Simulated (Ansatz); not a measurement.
Kohn–Sham single points on C$_{3}$H$_{9}$O$_{3}$Sc (`C[O][Sc]([O]C)[O]C`).

```yaml
crystal:
  periodic: [false, false, false]
  atoms:
    - {symbol: C, position_ang: [-2.905255, 1.417769, 0.397689]}
    - {symbol: O, position_ang: [-1.672416, 0.818996, 0.213192]}
    - {symbol: Sc, position_ang: [-0.007994, -0.005082, -0.017393]}
    - {symbol: O, position_ang: [0.165494, -1.851769, 0.232247]}
    - {symbol: C, position_ang: [0.324667, -3.213540, 0.413178]}
    - {symbol: O, position_ang: [1.488158, 1.021213, -0.475841]}
    - {symbol: C, position_ang: [2.584344, 1.797962, -0.803974]}
    - {symbol: H, position_ang: [-3.518766, 0.855630, 1.113652]}
    - {symbol: H, position_ang: [-2.797901, 2.441868, 0.778011]}
    - {symbol: H, position_ang: [-3.463150, 1.471876, -0.545958]}
    - {symbol: H, position_ang: [-0.261167, -3.781398, -0.321022]}
    - {symbol: H, position_ang: [-0.010097, -3.522299, 1.411850]}
    - {symbol: H, position_ang: [1.375613, -3.511655, 0.304969]}
    - {symbol: H, position_ang: [2.425063, 2.849284, -0.531225]}
    - {symbol: H, position_ang: [3.487861, 1.449592, -0.287069]}
    - {symbol: H, position_ang: [2.785557, 1.761523, -1.882306]}
basis:
  gaussian: {orbitals: def2-TZVPP}
hamiltonian: {xc: pbe0, dispersion: d4}
output: {orbitals: {seedname: orbitals}}
```

```sh
$ ansatz run in.yaml --threads 2 --pin off --events-out ev --progress --plain --max-ram 32768MiB --backend cuda --devices 0, --max-vram 18GiB
```

Shortened log:

```
Functional definition: PBE0
2066 factors; their error is unknown
mean field evaluation 1: about -30072.7107 eV, gradient 9.9e1 eV
mean field evaluation 2: about -29891.3791 eV, gradient 3.4e2 eV
mean field evaluation 4: about -30091.0728 eV, gradient 9.7e0 eV
mean field evaluation 8: about -30091.2838 eV, gradient 1.2e-1 eV
mean field evaluation 16: about -30091.3753 eV, gradient 2.4e-4 eV
mean field -30091.37531321 eV, -1105.8376460936 hartree, gradient 6.3e-5 eV, S^2 0.000000; 0 other end points of the search recorded, 0 dependent functions left out
reference -30091.37536564 eV, -1105.8376480203 hartree; 36, 36 occupied and 340, 340 virtual orbitals, 2066 factors
Total energy: -30091.60060386 eV, -1105.8459253722 hartree
```

Run time 6 s (2 threads of an AMD EPYC 7R13 on a shared host and a share of an NVIDIA H100 80 GB); peak host memory 0.9 GiB.

With the line `hamiltonian: {xc: pbe, dispersion: d4}` and forces (abridged; 14 s):

```
Functional definition: PBE
mean field evaluation 16: about -30090.2309 eV, gradient 1.5e-3 eV
mean field -30090.23087611 eV, -1105.7955888059 hartree, gradient 2.9e-5 eV, S^2 0.000000
Total energy: -30090.49416185 eV, -1105.8052643783 hartree
Atom 0 force    -0.195266     0.095060     0.037978 eV/Å
Atom 1 force     0.173011    -0.080329    -0.034840 eV/Å
Atom 2 force    -0.001897    -0.001596    -0.006520 eV/Å
Atom 3 force    -0.036038     0.190402    -0.023176 eV/Å
Atom 4 force     0.033509    -0.215342     0.028056 eV/Å
Atom 5 force    -0.149164    -0.116601     0.038862 eV/Å
Atom 6 force     0.172920     0.128394    -0.044680 eV/Å
Atom 7 force    -0.155111    -0.112047     0.156091 eV/Å
Atom 8 force     0.001854     0.231934     0.082884 eV/Å
Atom 9 force    -0.134215     0.019556    -0.198450 eV/Å
Atom 10 force    -0.124790    -0.140774    -0.152508 eV/Å
Atom 11 force    -0.071582    -0.086982     0.215324 eV/Å
Atom 12 force     0.231323    -0.090542    -0.020302 eV/Å
Atom 13 force    -0.015220     0.241237     0.051514 eV/Å
Atom 14 force     0.212753    -0.063461     0.103373 eV/Å
Atom 15 force     0.057913     0.001092    -0.233605 eV/Å
Dipole moment:    -0.000502    -0.000396    -0.008620 e Å
```

Changing it to `hamiltonian: {xc: {name: CAM-B3LYP}, dispersion: d4}` (abridged; 9.5 s):

```
Functional definition: CAM-B3LYP
mean field evaluation 16: about -30104.3890 eV, gradient 4.6e-5 eV
mean field -30104.38899058 eV, -1106.3158899160 hartree, gradient 4.6e-5 eV, S^2 0.000000
Total energy: -30104.61862893 eV, -1106.3243289696 hartree
```

With the line `hamiltonian: {xc: r2scan, dispersion: d4}` and forces (abridged; 11 s):

```
Functional definition: r2SCAN
mean field evaluation 16: about -30101.3085 eV, gradient 9.7e-3 eV
mean field -30101.30845170 eV, -1106.2026822005 hartree, gradient 4.2e-5 eV, S^2 0.000000
Total energy: -30101.38078341 eV, -1106.2053403417 hartree
Atom 0 force    -0.274969     0.133234     0.044434 eV/Å
Atom 1 force     0.064790    -0.028748    -0.014969 eV/Å
Atom 2 force    -0.001794    -0.001407    -0.005281 eV/Å
Atom 3 force    -0.016283     0.071239    -0.007793 eV/Å
Atom 4 force     0.037670    -0.302813     0.039965 eV/Å
Atom 5 force    -0.054041    -0.045197     0.013184 eV/Å
Atom 6 force     0.243398     0.175014    -0.070491 eV/Å
Atom 7 force    -0.000414     0.001015    -0.001899 eV/Å
Atom 8 force    -0.001057    -0.001408    -0.001642 eV/Å
Atom 9 force     0.005254    -0.001250     0.003494 eV/Å
Atom 10 force     0.000925     0.003567     0.003349 eV/Å
Atom 11 force     0.000037     0.001600    -0.004030 eV/Å
Atom 12 force    -0.000306    -0.002063     0.000340 eV/Å
Atom 13 force     0.001317    -0.001005    -0.001304 eV/Å
Atom 14 force    -0.002078     0.000555    -0.002581 eV/Å
Atom 15 force    -0.002446    -0.002333     0.005224 eV/Å
Dipole moment:    -0.000283    -0.000308    -0.008585 e Å
```

The same input with `hamiltonian: {xc: {name: PBE-QIDH}}` (abridged; 7.5 s):

```
Functional definition: PBE-QIDH
mean field evaluation 16: about -30071.4252 eV, gradient 1.3e-4 eV
mean field -30071.42520015 eV, -1105.1044929614 hartree, gradient 8.1e-6 eV, S^2 0.000000
11 core orbitals not correlated: weight in the atoms' cores, before any rotation towards them, 1.000 or more for the frozen orbitals, at most 0.000 for the correlated occupied ones
second order -47.22269152 eV of doubles, -0.00000000 eV of singles
Total energy: -30087.16611788 eV, -1105.6829610184 hartree
```

The same input with `hamiltonian: {xc: {name: B3LYP}, dispersion: d4}` and forces (abridged; 7.5 s):

```
Functional definition: B3LYP
mean field evaluation 16: about -30108.1131 eV, gradient 4.6e-4 eV
mean field -30108.11310574 eV, -1106.4527486240 hartree, gradient 1.8e-5 eV, S^2 0.000000
Total energy: -30108.53113476 eV, -1106.4681109070 hartree
Atom 0 force    -0.344501     0.167117     0.050580 eV/Å
Atom 1 force     0.053017    -0.023528    -0.012136 eV/Å
Atom 2 force    -0.001617    -0.001366    -0.003513 eV/Å
Atom 3 force    -0.013076     0.058386    -0.007305 eV/Å
Atom 4 force     0.041875    -0.379646     0.050451 eV/Å
Atom 5 force    -0.043882    -0.036701     0.010665 eV/Å
Atom 6 force     0.305231     0.216151    -0.092425 eV/Å
Atom 7 force     0.022042     0.028265    -0.030709 eV/Å
Atom 8 force    -0.010518    -0.043544    -0.015570 eV/Å
Atom 9 force     0.022255    -0.000631     0.043690 eV/Å
Atom 10 force     0.027525     0.020958     0.034005 eV/Å
Atom 11 force     0.016523     0.008676    -0.044546 eV/Å
Atom 12 force    -0.045320     0.006394     0.005898 eV/Å
Atom 13 force     0.012616    -0.043755    -0.012969 eV/Å
Atom 14 force    -0.036478     0.019741    -0.024495 eV/Å
Atom 15 force    -0.005690     0.003483     0.048381 eV/Å
Dipole moment:    -0.000003    -0.000138    -0.007907 e Å
```

B3LYP takes the VWN-RPA correlation (the form of Gaussian; ORCA's B3LYP/G).
